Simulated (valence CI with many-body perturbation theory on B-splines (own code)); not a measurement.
Values are calculated unless marked as measured or tabulated.
# Ta⁵⁹⁺: magnetic and hyperfine properties of the levels

Method: valence CI with perturbative core correlation (CI+MBPT): four valence electrons over a frozen Dirac-Fock core [Ne], radial functions for each j: 11 s, 11 p, 10 d, 8 f, 5 g, 2 h, with the one-electron correlation potential Σ1 (screened to all orders), the two-electron term Σ2, the three-electron term Σ3, Breit, model QED; selected single and double excitations, second order for the rest, scaled by the run's own slope (own B-spline code, finite nucleus).

No measured spectrum was set against this ion. As an estimate, large intervals hold to a few tenths of a per cent, small ones and those within an open d or f shell to about a per cent. Among the levels kept, up to 570 cm⁻¹ of a level comes from second order outside the variational space, and about a tenth of that is noise between levels of different J, which matters for small intervals.

A/g_I is the dipole constant over the nuclear g factor μ/I (μ in nuclear magnetons, uniformly magnetised nucleus), B/Q the quadrupole constant per barn. Both hold the static response of the core; the bare values leave it out. Large factors of s and p1/2 electrons are usually good to 5 to 10 %; those of open d and f shells near neutrality can be off by tens of per cent, and small factors of p3/2, d and f electrons come from cancelling terms and can be off by a factor of two or in sign, in half-filled shells by more. B is blank for J = 1/2, where it vanishes, and for nearly pure S terms. Energies count from the lowest level. Levels with J = 0 are left out.

Levels are named by their leading jj configuration (3d3/2^4 stands for four electrons in 3d with j = 3/2), which in mixed levels can hold well under half, so a name can repeat and another be missing. Letters in brackets count levels of one name in rising energy.

| Level | E (eV) | g | A/g_I (MHz) | A/g_I bare | B/Q (MHz/b) | B/Q bare |
| --- | --- | --- | --- | --- | --- | --- |
| (3s^2 3p1/2 3p3/2) J=1 | 325.4 | 1.489 | -185000 | -178000 | 205000 | 202000 |
| (3s^2 3p1/2 3p3/2) J=2 | 334.6 | 1.163 | 595000 | 586000 | 378000 | 374000 |
| (3s 3p1/2^2 3p3/2) J=2 | 490.3 | 1.525 | 1450000 | 1420000 | 381000 | 376000 |
| (3s 3p1/2^2 3p3/2) J=1 | 517.7 | 1.044 | -946000 | -921000 | 216000 | 214000 |
| (3s^2 3p1/2 3d3/2) J=2 | 541.8 | 0.753 | 528000 | 522000 | 82200 | 84200 |
| (3s^2 3p1/2 3d3/2) J=1 | 584.7 | 0.879 | -441000 | -427000 | 64000 | 64500 |
| (3s^2 3p1/2 3d5/2) J=2 | 637.1 | 1.286 | -196000 | -189000 | 57100 | 58900 |
| (3s^2 3p1/2 3d5/2) J=3 | 638.2 | 1.105 | 334000 | 331000 | 61600 | 64100 |
| (3s^2 3p3/2^2) J=2 | 666.9 | 1.311 | 211000 | 210000 | 30600 | 30200 |
| (3s 3p1/2^2 3d3/2) J=1 | 710.9 | 0.438 | -1190000 | -1160000 | 34100 | 35200 |
| (3s 3p1/2^2 3d3/2) J=2 | 718.1 | 1.129 | 1380000 | 1350000 | 65700 | 67600 |
| (3s 3p1/2^2 3d5/2) J=3 | 801.3 | 1.345 | 916000 | 901000 | 62300 | 64700 |
| (3s 3p1/2 3p3/2^2) J=2 [a] | 807.6 | 1.526 | 942000 | 927000 | 91300 | 90000 |
| (3s 3p1/2^2 3d5/2) J=2 | 815.0 | 1.024 | -799000 | -778000 | 44300 | 46600 |
| (3s 3p1/2 3p3/2^2) J=3 | 825.6 | 1.311 | 1260000 | 1240000 | 21100 | 20900 |
| (3s 3p1/2 3p3/2^2) J=1 [a] | 851.6 | 1.270 | 1080000 | 1060000 | -288000 | -284000 |
| (3s 3p1/2 3p3/2^2) J=2 [b] | 851.7 | 1.082 | 138000 | 139000 | -24100 | -23700 |
| (3s 3p1/2 3p3/2^2) J=1 [b] | 862.8 | 1.343 | 848000 | 836000 | 213000 | 210000 |
| (3s^2 3p3/2 3d3/2) J=3 | 903.8 | 1.084 | 192000 | 193000 | 441000 | 438000 |
| (3s^2 3p3/2 3d3/2) J=2 | 907.7 | 1.058 | 36300 | 40100 | -31900 | -31500 |
| (3s^2 3p3/2 3d3/2) J=1 | 908.4 | 1.118 | 241000 | 241000 | -198000 | -197000 |
| (3s^2 3p3/2 3d5/2) J=4 | 956.3 | 1.238 | 105000 | 106000 | 500000 | 497000 |
| (3s^2 3p3/2 3d5/2) J=2 | 965.7 | 1.231 | 79500 | 81800 | -264000 | -260000 |
| (3s^2 3p3/2 3d5/2) J=3 | 988.7 | 1.198 | 120000 | 121000 | -2640 | -372 |
| (3s^2 3p3/2 3d5/2) J=1 | 998.6 | 1.073 | -26700 | -22500 | 66800 | 66900 |
| (3s 3p1/2 3p3/2 3d3/2) J=2 [a] | 1007.6 | 1.175 | 366000 | 363000 | 1170 | 1270 |
| (3s 3p1/2 3p3/2 3d3/2) J=1 [a] | 1017.6 | 1.136 | 549000 | 543000 | -188000 | -187000 |
| (3s 3p1/2 3p3/2 3d3/2) J=3 [a] | 1022.9 | 1.132 | 826000 | 813000 | 119000 | 118000 |
| (3s 3p1/2 3p3/2 3d3/2) J=2 [b] | 1026.7 | 1.181 | 459000 | 454000 | -47600 | -47400 |
| (3s 3p1/2 3p3/2 3d3/2) J=4 | 1039.6 | 1.161 | 986000 | 970000 | 371000 | 369000 |
| (3s 3p1/2 3p3/2 3d3/2) J=2 [c] | 1053.4 | 0.909 | 583000 | 575000 | -132000 | -130000 |
| (3s 3p1/2 3p3/2 3d3/2) J=3 [b] | 1059.6 | 1.278 | 870000 | 857000 | 350000 | 346000 |
| (3s 3p1/2 3p3/2 3d3/2) J=1 [b] | 1064.1 | 1.712 | 2070000 | 2040000 | 132000 | 131000 |
| (3s 3p1/2 3p3/2 3d3/2) J=2 [d] | 1065.9 | 1.382 | 981000 | 967000 | 108000 | 105000 |

Q: Take the isotope of mass number 181, with I = 7/2, μ = 2.365 μN and Q = 3.17 b. What is the hyperfine structure of (3s^2 3p1/2 3d3/2) J=2?

A: From the table A = 356000 MHz, B = 261000 MHz. Shifts from the centre of gravity in MHz: F = 3/2: -3060000, F = 5/2: -2290000, F = 7/2: -1140000, F = 9/2: 445000, F = 11/2: 2560000.
